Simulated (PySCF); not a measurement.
CH7NSi2, SMILES C1[SiH2][SiH2]N1. Coordinates come from a PBE-D3(BJ)/def2-SVP optimisation. This is a generated structure with no PubChem entry under its InChIKey; it may be hypothetical.

Computed equilibrium geometry at PBE-D3(BJ)/def2-SVP (PySCF confirms it by a frequency run) as bond lengths and angles, and its point group:
point group Cs.
Atoms: C1 N2 Si3 Si4 H5 H6 H7 H8 H9 H10 H11. Bonded distances (Å): C1–N2 1.470, C1–Si4 1.943, C1–H5 1.116, C1–H6 1.116, N2–Si3 1.757, N2–H7 1.023, Si3–Si4 2.345, Si3–H8 1.513, Si3–H9 1.513, Si4–H10 1.505, Si4–H11 1.505. Bond angles (°): N2–C1–Si4 97.1, N2–C1–H5 113.8, N2–C1–H6 113.8, Si4–C1–H5 112.5, Si4–C1–H6 112.5, H5–C1–H6 107.2, C1–N2–Si3 110.6, C1–N2–H7 118.7, Si3–N2–H7 130.7, N2–Si3–Si4 76.4, N2–Si3–H8 116.1, N2–Si3–H9 116.1, Si4–Si3–H8 120.3, Si4–Si3–H9 120.3, H8–Si3–H9 105.8, C1–Si4–Si3 76.0, C1–Si4–H10 114.6, C1–Si4–H11 114.6, Si3–Si4–H10 119.7, Si3–Si4–H11 119.7, H10–Si4–H11 108.8.
